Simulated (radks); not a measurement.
Numerical settings for neutral silicon, [Ne] 3s2 3p2. All-electron calculation, non-relativistic Kohn-Sham, PBEsol, spin-unpolarised, spherical densities, point nucleus. Program: a radial shooting solver on a logarithmic mesh with Libxc functionals. The defaults (mesh step 0.008 in ln r, mesh end at 40 bohr or more with all orbitals vanishing there, Anderson mixing 0.5 over 9 steps, residual threshold near 1e-9 with the energy settled to 1e-9 hartree or 1e-11 of itself, here a cap of 70 iterations) give E = -288.6673 hartree and 3p at -4.066 eV in 13 iterations. Run on one thread of a shared host, so times are rough (Arm Neoverse N1): 0.08 s of CPU time, 0.08 s wall, 13 iterations on 2597 mesh points. Changes against that run (0 stands for a change within the tolerance of the run):

| setting | iterations | converged | E (mhartree) | e(3p) (meV) | CPU (s) |
|---|---|---|---|---|---|
| mesh step in ln r 0.08 | 13 | yes | +0.0152 | -0.00695 | 0.02 |
| mesh step in ln r 0.2 | 21 | no | diverged | - | 0.05 |
| mesh step in ln r 0.05 | 13 | yes | +0.000749 | 0 | 0.02 |
| mesh end (bohr) 400 | 13 | yes | 0 | 0 | 0.08 |
| mesh end (bohr) 1 | 13 | level above zero | +7.5e+04 | +5e+05 | 0.05 |
| residual threshold 0.001 | 9 | yes | 0 | +0.0825 | 0.06 |
| residual threshold 1e-16 | 70 | no | 0 | 0 | 0.26 |
| mixing 0.2 | 16 | yes | 0 | 0 | 0.09 |
| linear mixing, mixing 0.05 | 70 | no | +0.0284 | -84.3 | 0.31 |
| linear mixing, mixing 0.5 | 30 | yes | 0 | 0 | 0.14 |
| mixing history 2 | 18 | yes | 0 | 0 | 0.09 |
| iteration cap 8 | 8 | no | 0 | +0.0825 | 0.05 |

Settled on a wrong energy, with an occupied level pushed above zero by the early mesh end: mesh end (bohr) 1 (+75 hartree). Apart from these: no run marked as converged misses the energy by more than 1 mhartree. A mesh that ends early acts as a hard wall.
